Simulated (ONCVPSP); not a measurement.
**Pseudopotential generation for Er (Z = 68): ONCV, PBE, scalar-relativistic.**

erbium, optimised norm-conserving Vanderbilt (ONCV), made with ONCVPSP 4.0.1 (PBE, scalar-relativistic). Core [Kr] 4d10, reference 4f12 5s2 5p6 6s2. Waves: 5s+6s: rc 1.95 bohr, ncon 4, nbas 8, qcut 5.9 1/bohr, 2 projectors; 5p: rc 1.55 bohr, ncon 3, nbas 6, qcut 5.1 1/bohr, 2 projectors, debl 3.4 Ha; d scattering state at 0.3 Ha: rc 1.50 bohr, ncon 3, nbas 7, qcut 6.8 1/bohr, 2 projectors, debl 1.2 Ha; 4f: rc 0.95 bohr, ncon 4, nbas 9, qcut 16.9 1/bohr, local. Local part: the f channel. Core correction: none.

In the d channel the program set the typed energies aside and used 0.050, 1.250 Ha.

All-electron outer shells of the reference configuration (PBE, scalar-relativistic, ld1.x):

```
shell  level (eV)  outermost node (bohr)  outermost maximum (bohr)
   5s      -51.86                   0.60                      1.11
   5p      -26.38                   0.65                      1.28
   6s       -3.83                   1.52                      3.38
   4f       -3.13                      –                      0.51
```

Question: Estimate the cutoffs (Ha) at which the residual kinetic energy of the hardest occupied pseudo-wave falls to 1 and 0.1 mHa per electron.

Answer: 130 Ha and 326 Ha.

Question: What does a ghost test show?

Answer: Ghosts flagged at negative energy: s at -679.5 eV, p at -235.8 eV; GHOST(+) flagged for s at 120.2 eV. A true bound ghost makes a file unfit for plane-wave use.

Question: Which valence shell sets the plane-wave cutoff?

Answer: 4f: 130 Ha for 1 mHa per electron, against 23 Ha for 5p.

Tests left out (the all-electron energies of this program are off by 10 to 40 meV for near-neutral 4f atoms).
